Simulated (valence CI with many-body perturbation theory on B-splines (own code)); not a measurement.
# Eu⁵⁰⁺: calculated level list

Calculated by valence CI with perturbative core correlation (CI+MBPT): three valence electrons over a frozen Dirac-Fock core [Ne], a basis of 9 s, 9 p, 8 d, 6 f, 3 g, 1 h functions for each j, with the one-electron correlation potential Σ1, the two-electron term Σ2, the three-electron term Σ3, Breit, model QED; selected CI, second order for the rest, scaled by the run's own slope (own B-spline code, finite nucleus).

The last digits are not significant, and no measured levels were compared; by estimate large intervals hold to a few tenths of a per cent, small ones and those within an open d or f shell to about a per cent.

Levels 1 to 37 of 37, with energies above the lowest level, (3s^2 3p1/2) J=1/2. "Leading %" is the weight of the configuration and term that name the level; weights of strongly mixed levels are sums over their largest components and can fall short, so below about 35 % the name and the second component can differ from the true leading terms, or belong to a minority configuration. In the jj column 3d3/2^4 stands for four electrons in 3d with j = 3/2.

| No. | Configuration | Term | J | E (eV) | Leading % | g | Leading jj |
| --- | --- | --- | --- | --- | --- | --- | --- |
| 1 | 3s²3p | ²P° | 1/2 | 0.00 | 99 | 0.653 | 3s^2 3p1/2 (99 %) |
| 2 | 3s3p² | ⁴P | 1/2 | 129.41 | 58 | 2.191 | 3s 3p1/2^2 (98 %) |
| 3 | 3s²3p | ²P° | 3/2 | 169.91 | 99 | 1.325 | 3s^2 3p3/2 (99 %) |
| 4 | 3s3p² | ⁴P | 3/2 | 276.03 | 91 | 1.648 | 3s 3p1/2 3p3/2 (99 %) |
| 5 | 3s3p² | ²D | 5/2 | 290.29 | 57 | 1.352 | 3s 3p1/2 3p3/2 (97 %) |
| 6 | 3s3p² | ²D | 3/2 | 308.56 | 56 | 0.954 | 3s 3p1/2 3p3/2 (83 %) |
| 7 | 3s3p² | ²P | 1/2 | 316.90 | 70 | 1.227 | 3s 3p1/2 3p3/2 (97 %) |
| 8 | 3s²3d | ²D | 3/2 | 359.49 | 83 | 0.831 | 3s^2 3d3/2 (83 %) |
| 9 | 3s²3d | ²D | 5/2 | 390.67 | 93 | 1.217 | 3s^2 3d5/2 (93 %) |
| 10 | 3p³ | ²P° | 3/2 | 437.66 | 34 | 1.199 | 3p1/2^2 3p3/2 (74 %) |
| 11 | 3s3p3d | ⁴F° | 3/2 | 451.50 | 72 | 0.583 | 3s 3p1/2 3d3/2 (85 %) |
| 12 | 3s3p² | ⁴P | 5/2 | 458.48 | 53 | 1.403 | 3s 3p3/2^2 (94 %) |
| 13 | 3s3p3d | ⁴F° | 5/2 | 461.94 | 48 | 1.036 | 3s 3p1/2 3d3/2 (96 %) |
| 14 | 3s3p3d | ⁴D° | 1/2 | 483.18 | 62 | 0.377 | 3s 3p1/2 3d3/2 (98 %) |
| 15 | 3s3p3d | ⁴D° | 3/2 | 486.47 | 40 | 1.307 | 3s 3p1/2 3d3/2 (84 %) |
| 16 | 3s3p² | ²S | 1/2 | 487.25 | 69 | 1.888 | 3s 3p3/2^2 (98 %) |
| 17 | 3s3p² | ²P | 3/2 | 492.85 | 64 | 1.197 | 3s 3p3/2^2 (97 %) |
| 18 | 3s3p3d | ⁴P° | 5/2 | 501.45 | 38 | 1.350 | 3s 3p1/2 3d5/2 (98 %) |
| 19 | 3s3p3d | ⁴F° | 7/2 | 511.22 | 49 | 1.247 | 3s 3p1/2 3d5/2 (96 %) |
| 20 | 3s3p3d | ²F° | 5/2 | 520.27 | 50 | 1.049 | 3s 3p1/2 3d5/2 (95 %) |
| 21 | 3s3p3d | ²D° | 3/2 | 524.65 | 41 | 1.127 | 3s 3p1/2 3d5/2 (79 %) |
| 22 | 3p³ | ²D° | 5/2 | 603.08 | 72 | 1.153 | 3p1/2 3p3/2^2 (72 %) |
| 23 | 3p³ | ⁴S° | 3/2 | 607.06 | 45 | 1.385 | 3p1/2 3p3/2^2 (90 %) |
| 24 | 3p²3d | ²D | 3/2 | 609.91 | 38 | 0.768 | 3p1/2^2 3d3/2 (98 %) |
| 25 | 3p³ | ²P° | 1/2 | 619.04 | 84 | 0.678 | 3p1/2 3p3/2^2 (84 %) |
| 26 | 3s3p3d | ⁴D° | 3/2 | 633.25 | 42 | 1.317 | 3s 3p3/2 3d3/2 (98 %) |
| 27 | 3s3p3d | ⁴P° | 1/2 | 634.46 | 85 | 2.264 | 3s 3p3/2 3d3/2 (97 %) |
| 28 | 3s3p3d | ⁴D° | 5/2 | 634.80 | 48 | 1.253 | 3s 3p3/2 3d3/2 (82 %) |
| 29 | 3s3p3d | ⁴F° | 7/2 | 637.95 | 40 | 1.266 | 3s 3p3/2 3d3/2 (85 %) |
| 30 | 3s3p3d | ⁴F° | 9/2 | 655.11 | 100 | 1.325 | 3s 3p3/2 3d5/2 (100 %) |
| 31 | 3s3p3d | ²D° | 3/2 | 658.55 | 64 | 0.992 | 3s 3p3/2 3d3/2 (73 %) |
| 32 | 3p²3d | ²D | 5/2 | 659.04 | 30 | 1.194 | 3p1/2^2 3d5/2 (96 %) |
| 33 | 3s3p3d | ²F° | 5/2 | 672.39 | 54 | 1.066 | 3s 3p3/2 3d3/2 (70 %) |
| 34 | 3s3p3d | ²D° | 5/2 | 674.91 | 44 | 1.219 | 3s 3p3/2 3d5/2 (70 %) |
| 35 | 3s3p3d | ²P° | 1/2 | 676.23 | 69 | 0.608 | 3s 3p3/2 3d3/2 (84 %) |
| 36 | 3s3p3d | ²F° | 7/2 | 683.29 | 72 | 1.207 | 3s 3p3/2 3d5/2 (87 %) |
| 37 | 3s3p3d | ²P° | 3/2 | 684.47 | 44 | 1.164 | 3s 3p3/2 3d5/2 (70 %) |

The ionisation energy to 3s² ¹S0 of the next ion comes out as 4514.7 eV (NIST: 4513 ± 4 eV (theoretical)). All 37 levels together are meant to be complete up to 684.89 eV.
